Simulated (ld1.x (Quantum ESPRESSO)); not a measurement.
**Ranking TM potentials for Cs**

All share these settings but for the change named:

```json
{"Element": "caesium (Cs)", "Generator": "ld1.x (Quantum ESPRESSO) 7.5", "Type": "norm-conserving Troullier–Martins (Kleinman–Bylander form)", "Functional": "PBE", "Relativity": "scalar-relativistic", "Frozen core": "[Kr] 4d10 5s2", "Valence charge": "7", "Reference configuration": "5p6 5d0.5 6s0.5 6p0", "Partial waves": "5p (bound): rc 3.35 bohr; 5d (bound): rc 4.20 bohr; 6s (bound): rc 4.20 bohr", "Local potential": "the s channel", "Core correction": "Bessel-smoothed model core inside 1.85 bohr"}
```

Cutoff: the first of the cutoffs (Ry, on a coarse ladder) from which the occupation-weighted sum of valence levels, in a spherical-Bessel basis at the reference potential, stays within 10 and 1 mRy of its value at 400 Ry; the density cutoff is not measured.

The base gives 8 Ry.

Of 6 variants that were run, those that failed, showed a ghost or another fault, or gave nearly equal values are left out.

A variant can come out equal or close to the base.

Problem. Rank these variants from softest to hardest (loose cutoff).
A. wave 5p (bound): rc 3.35 bohr becomes 5p (bound): rc 2.06 bohr
B. functional PBEsol
C. all radii but the core radius scaled by about 1.10 (s 4.64, p 3.70, d 4.64 bohr)

Solution. B (8 Ry), C (10 Ry), A (25 Ry).
